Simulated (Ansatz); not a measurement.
Worked example: AlH3 + B(SH)3 → AlH2(SH) + BH(SH)2

Species: AlH3 `[AlH3]`, singlet; B(SH)3, singlet; AlH2(SH), singlet; BH(SH)2, singlet. The partners trade H for SH: Al–H and B–SH bonds give way to Al–SH and B–H.

Shapes, held fixed at every level: PBE0-D4/def2-TZVP. Flexible molecules stand in one conformer, not always the lowest. Programs: Ansatz 0.2.0. The zero-point and thermal change to 298 K, harmonic and unscaled (PBE0-D4/def2-TZVP), is +6.4 kJ/mol.

At CCSD(T)/CBS estimate; 1 Eh = 2625.50 kJ/mol:

```
 species   energy (Eh)
    AlH3   -243.780455
  B(SH)3  -1220.010074
AlH2(SH)   -641.618355
 BH(SH)2   -822.200004
```

Work out ΔH(298 K) of the reaction at this level.


1. Products less reactants: (-641.618355) + (-822.200004) − [(-243.780455) + (-1220.010074)] = -0.027830 Eh = -73.1 kJ/mol.
2. With the thermal change: -73.1 + (+6.4) = -66.7 kJ/mol.

Other levels give -71.1 (HF/def2-SVP) to -64.7 kJ/mol (B3LYP-D4/def2-TZVPP). No measured value is set beside it here. The CBS estimate extrapolates MP2 from def2-TZVPP and def2-QZVPP and adds CCSD(T) − MP2 in the triple-zeta set, cores frozen.
